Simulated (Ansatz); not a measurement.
Cost and result for the atomization energy of BGaH₇NOSi, SMILES `B[NH][GaH][O][SiH3]` (12 atoms, 11 bonds).

Cartesian coordinates in Å:
```
B -1.220 2.539 -1.214
N -0.746 1.647 -0.249
Ga -0.048 -0.012 -0.627
O 0.451 -0.860 0.857
Si 1.112 -2.271 1.334
H -1.175 2.215 -2.371
H -1.663 3.606 -0.893
H -0.785 1.923 0.722
H 0.108 -0.635 -2.032
H 1.394 -3.158 0.169
H 2.390 -2.015 2.051
H 0.182 -2.981 2.252
```

Total charge 0; spin multiplicity 1. Correlated methods include outer-core shells of Ga, which these sets cover unevenly. Scalar relativity is left out up to krypton. The structure was optimised at the PBE0-D4/def2-TZVP level. It is one conformer, not always the lowest. Program: Ansatz. All runs use 4 threads of an Arm Neoverse V1 on a shared host. Times are those of one run each, without the atoms' runs, and a repeat can differ threefold. Electronic energies, without spin–orbit coupling; frozen cores. CCSD(T)/CBS adds CCSD(T) − MP2 in def2-TZVPP to the MP2 limit, and its time is that of the two runs behind it. T1 = 0.014. With those shells the extrapolation isn't a true limit.

CCSD(T)/CBS is a level of theory with its own doubt, some kJ/mol a heavy atom from the limit and from the frozen cores, so smaller differences don't rank the functionals.

| level | functions | wall time | atomization (kJ/mol) | difference from CCSD(T)/CBS | per bond |
| --- | --- | --- | --- | --- | --- |
| LDA (SPW92)/def2-TZVPP | 281 | 1.6 s | 4544.1 | 492.4 | 44.8 |
| revPBE-D4/def2-TZVPP | 281 | 2.8 s | 3952.8 | -98.9 | -9.0 |
| BLYP-D4/def2-TZVPP | 281 | 3 s | 4018.0 | -33.7 | -3.1 |
| PBE-D4/def2-TZVPP (with forces) | 281 | 3.4 s | 4045.5 | -6.2 | -0.6 |
| CAM-B3LYP-D4/def2-TZVPP | 281 | 5.5 s | 4073.4 | 21.7 | 2.0 |
| r2SCANh-D4/def2-TZVPP | 281 | 7.5 s | 4020.7 | -31.0 | -2.8 |
| B2PLYP/def2-TZVPP | 281 | 8 s | 4006.5 | -45.2 | -4.1 |
| ωB97X-V/def2-TZVPP | 281 | 11 s | 4067.3 | 15.6 | 1.4 |
| CCSD(T)/def2-SVP | 127 | 13 s | 3796.6 | -255.1 | -23.2 |
| ωB97M-V/def2-TZVPP (with forces) | 281 | 16 s | 4048.7 | -3.0 | -0.3 |
| MP2/def2-QZVPP | 540 | 34 s | 4066.7 | 15.0 | 1.4 |
| CCSD(T)/def2-TZVPP | 281 | 5.9 min | 3954.8 | -96.9 | -8.8 |
| CCSD(T)/CBS(def2) | – | 6.4 min | 4051.7 | 0.0 | 0.0 |

From BLYP to BHLYP (50 % exact exchange), in def2-TZVPP and without D4, the atomization energy moves by −40.9 kJ/mol: exact exchange takes away binding that semilocal exchange gives to molecules. At CCSD(T), def2-SVP lies −255.2 kJ/mol from the extrapolated value and def2-TZVPP −97.0 kJ/mol: correlation converges slowly with the basis, and small sets miss more of it in the bonded molecule than in its fragments. In def2-TZVPP, CCSD(T) changes the Hartree–Fock value by +967.6 kJ/mol (the triples alone add +50.4 kJ/mol) and MP2 by +1020.8 kJ/mol; breaking electron pairs costs correlation energy, which Hartree–Fock lacks.
